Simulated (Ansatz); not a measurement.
The cluster Al₄N₄⁻. Charge -1, multiplicity 2. Geometry r2SCAN-D4/def2-SVPD.

```xyz
8

Al   -0.680    1.184   -1.440
Al    0.680   -1.184    1.440
Al   -0.390    1.410    1.344
Al    0.390   -1.410   -1.344
N    -0.255   -0.196   -2.434
N    -0.936    2.268   -0.085
N     0.254    0.196    2.434
N     0.936   -2.268    0.085
```

B3LYP takes the VWN-RPA correlation. The structure comes from a short search, and lower isomers may exist.

**Question.** Estimate the α-spin orbital energies around the gap (eV) in Ansatz with PBE-D4/def2-SVPD, r2SCAN-D4/def2-TZVPD, B3LYP-D4/6-31G, PBE0-D4/def2-SVPD, PBE0-D4/def2-TZVPD.

**Answer.** 
```
orbital  PBE-D4/def2-SVPD  r2SCAN-D4/def2-TZVPD  B3LYP-D4/6-31G  PBE0-D4/def2-SVPD  PBE0-D4/def2-TZVPD
 HOMO−5             -2.56                 -2.77           -3.38              -3.81               -3.76
 HOMO−4             -2.22                 -2.42           -3.05              -3.39               -3.35
 HOMO−3             -2.22                 -2.42           -3.05              -3.39               -3.35
 HOMO−2             -1.94                 -2.12           -2.43              -3.12               -3.08
 HOMO−1             -1.59                 -1.76           -2.02              -2.70               -2.68
   HOMO             -0.23                 -0.37           -0.57              -0.57               -0.63
   LUMO              1.14                  1.14            1.84               1.72                1.64
 LUMO+1              1.15                  1.15            1.84               1.72                1.65
 LUMO+2              1.81                  1.94            2.37               2.50                2.50
 LUMO+3              2.15                  2.25            3.13               2.81                2.67
 LUMO+4              2.72                  2.91            3.26               3.43                3.36
 LUMO+5              3.22                  3.29            3.69               3.94                3.71
 β HOMO             -1.59                 -1.82           -2.04              -2.74               -2.72
 β LUMO              0.27                  0.53            0.63               0.95                0.90
```
